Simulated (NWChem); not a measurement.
System: AlH₃O₂; SMILES [OH][AlH][OH]

```xyz
6

Al    -0.4579    -0.0102     0.0000
H     -2.0315    -0.0471     0.0000
O      0.3652    -1.4932     0.0000
H      1.3178    -1.5979     0.0000
O      0.4548     1.4257     0.0000
H      0.1067     2.3180     0.0000
```
Atoms are numbered in this order, from 1.

Results from NWChem. The geometry was optimised at PBE0/def2-SVP.

Taking B3LYP/def2-QZVP as the yardstick, which of these has the fewest basis functions while keeping “dipole (D)” within 0.2 D of it: B3LYP/pcseg-2; B3LYP/pcseg-1; B3LYP/3-21G; B3LYP/aug-pcseg-1; B3LYP/def2-TZVPP?

B3LYP/pcseg-1.
```json
[
 {"level": "B3LYP/3-21G", "basis functions": "37", "dipole (D)": "1.75"},
 {"level": "B3LYP/pcseg-1", "basis functions": "61", "dipole (D)": "1.45"},
 {"level": "B3LYP/aug-pcseg-1", "basis functions": "100", "dipole (D)": "1.29"},
 {"level": "B3LYP/pcseg-2", "basis functions": "136", "dipole (D)": "1.40"},
 {"level": "B3LYP/def2-TZVPP", "basis functions": "146", "dipole (D)": "1.33"},
 {"level": "B3LYP/def2-QZVP", "basis functions": "274", "dipole (D)": "1.32"}
]
```

The yardstick is one finite set, not the basis-set limit.
